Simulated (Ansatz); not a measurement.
Task: Name a neutral molecule of B, O, Si and H with size of the dipole moment (PBE/def2-TZVPP) between 0.95 and 1.25 D and size of the dipole moment (B3LYP/def2-TZVPP) between 1.00 and 1.30 D (Ansatz, PBE0-D4/def2-TZVP geometry).

Result: `B[SiH2][SiH2]O` (1.12 D, 1.19 D); `B[SiH](B)O` (1.15 D, 1.17 D); `B[SiH2]BO` (1.20 D, 1.17 D); `B[SiH](O)[SiH3]` (1.13 D, 1.02 D); `OBO[SiH2][SiH3]` (1.22 D, 1.23 D). Other molecules can fit too; these were computed, each in one conformer that needn't be the lowest.

B3LYP here is the variant with VWN-RPA as its local correlation; programs differ in this.
